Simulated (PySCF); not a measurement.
Two-dimensional NMR puzzle

Compound of formula C$_{2}$H$_{8}$BN. Correlations simulated from computed shifts and couplings:

HSQC (one-bond C–H):
```tsv
δH	δC	1J(C,H) (Hz)
6.50	157.0	133
5.83	135.5	164
5.73	135.5	160
```

COSY cross peaks (|J| ≥ 2 Hz):
```tsv
δH	δH	abs. J (Hz)	bonds
6.50	5.83	19.8	3
6.50	5.73	13.4	3
6.50	2.58	6.4	3
5.83	5.73	5.6	2
```

HMBC (two and three bonds, |J| ≥ 2.5 Hz):
```tsv
δH	δC [abs. J in Hz]
6.50	135.5 [3.4]
5.83	157.0 [2.8]
5.73	157.0 [3.4]
2.58	135.5 [7.5]
```

Equivalent nuclei averaged, isolated molecule, non-relativistic Hamiltonian, one computed conformer. Geometry: PBE0-D3(BJ)/def2-SVP; GIAO PBE0/pcSseg-1 shieldings; B3LYP/pcJ-1 coupling constants (spin–dipole term only in couplings to heteroatoms); PySCF 2.14.

δ = σ(ref) − σ, references computed at the same level: TMS for 1H, 13C.

Exchangeable hydrogens are left out of these lists, and C,H couplings along chains are those of one rotamer, so weak HMBC peaks may be missing or extra.

Work out the connectivity.

## Answers

SMILES C=C[BH2-][NH3+].

Numbering as in the mapped SMILES `[CH2:1]=[CH:2][BH2-:3][NH3+:4]`. Each H is labelled by its parent atom. Ha(C1) is cis to B3; Hb(C1) is trans to B3.

1. δC 157.0 is C2, an alkene CH (δH 6.50).
2. δC 135.5 is C1, a terminal =CH2 carbon (δH 5.83, 5.73).
3. COSY links 6.50–5.83, 6.50–5.73, 6.50–2.58, 5.83–5.73.

Exchangeable OH/NH protons stand at their gas-phase positions; hydrogen bonding in a real sample shifts them, mostly to higher δ. Hydrogens on boron are broadened and split by 11B (spin 3/2, 80 %) and 10B (spin 3). A carbon bonded to boron is broadened by the quadrupolar boron nucleus and is often missing from a measured spectrum. Unscaled 3J(H,H) at this level run about 10 % above measured values. Shifts are as computed. Against solution values, carbons near 30 ppm lie about +2 ppm off and those near 130 ppm about +5 ppm. Of 1211 compounds with measured shifts, 218 miss one by over three times the rms of a fit or turn the order of signals round; such compounds aren't used in these exercises.
